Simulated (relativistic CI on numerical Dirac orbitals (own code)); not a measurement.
## Ti²⁺ (3d2) in a crystal field

Calculated by Dirac-Coulomb-Breit CI, separate exchange-only KLI orbitals for each configuration, model QED (radiative potential, 1s self-energy scaled to tabulated hydrogen-like ionisation energies), valence Slater integrals scaled by 0.85, one configuration in a parametric crystal field (own radial code).

Field parameters in Wybourne normalisation: D4h B²₀ = −7Ds, B⁴₀ = 21(Dq − Dt), B⁴₄ = 21√(5/14) Dq. The field is a parameter set, without covalency.

S is read from ⟨S²⟩ = S(S + 1).

Levels (cm⁻¹, degeneracy): 0 (1), 2 (1), 3 (2), 4 (1), 143 (2), 146 (1), 213 (1), 10581 (2), 10601 (1), 10816 (1), 10829 (1), 13645 (1).

(1) Which field gives this pattern?
A. D4h, 10Dq = 25950, Ds = 1540, Dt = -440 cm⁻¹
B. D4h, 10Dq = 16500, Ds = 500, Dt = -260 cm⁻¹
C. D4h, 10Dq = 14850, Ds = -70, Dt = -40 cm⁻¹

Results:

(1) C. D4h, 10Dq = 14850, Ds = -70, Dt = -40 cm⁻¹, ground level with S = 1.00.
